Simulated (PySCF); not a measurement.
## Which basis set comes closest?

Molecule: (CH3)3CCHF2, C5H10F2.

Cartesian coordinates in Å; atom numbers follow the order of the lines, from 1:
```xyz
17

C    -1.034   -0.703   -1.074
C    -0.175    0.029   -0.043
C     0.994    0.740   -0.725
C     0.341   -0.945    1.016
C    -1.026    1.082    0.655
F    -2.084    0.511    1.279
F    -1.523    1.972   -0.237
H    -0.436   -1.467   -1.594
H    -1.887   -1.204   -0.592
H    -1.428   -0.004   -1.826
H     0.638    1.463   -1.472
H     1.616    1.282    0.005
H     1.639    0.008   -1.234
H     0.985   -1.706    0.550
H    -0.489   -1.459    1.522
H     0.939   -0.426    1.783
H    -0.451    1.647    1.412
```

Geometry PBE0-D3(BJ)/def2-SVP throughout; GIAO in PySCF, gas phase, one conformer, non-relativistic; equivalent atoms averaged; functional PBE0.

Reference values (measured; G. Saielli, R. Bini, A. Bagno, Computational 19F NMR. 2. Organic compounds, RSC Adv. 2014, ESI (exp. from Berger-Braun-Kalinowski 1994 and Everett 1995)): δ(F6/F7) = -128.6 ppm vs CFCl3. Computed shifts are taken against CFCl3, calculated as an isolated molecule at each level.

Problem. How do the basis sets STO-3G, pcSseg-0, 6-31G, 6-31G*, cc-pVDZ, def2-SVP, pcSseg-1, 6-311+G(2d,p), aug-cc-pVDZ, def2-TZVP perform against the reference? Times are CPU seconds on shared hosts with different chips, so compare them loosely.

Solution. 
```
    basis set  functions   F6/F7  abs. error F  core-s
       STO-3G         45  -116.4          12.2     4.4
     pcSseg-0         83  -158.6          30.0     6.9
        6-31G         83  -154.8          26.2     9.4
       6-31G*        118  -138.7          10.1      14
      cc-pVDZ        148  -135.1           6.5      16
     def2-SVP        148  -125.3           3.3      15
     pcSseg-1        169  -146.0          17.4      20
6-311+G(2d,p)        249  -145.4          16.8      38
  aug-cc-pVDZ        251  -135.0           6.4      35
    def2-TZVP        277  -140.7          12.1      42
```

For $^{19}$F the closest is def2-SVP (3.3 ppm) and the furthest pcSseg-0 (30.0 ppm). Where a smaller basis beats a larger one, errors probably cancel. One molecule is a small sample, and vibrational and solvent effects are absent from the calculation.

A small basis that lands close on one nucleus may do so by chance; judge by the trend and by all nuclei.
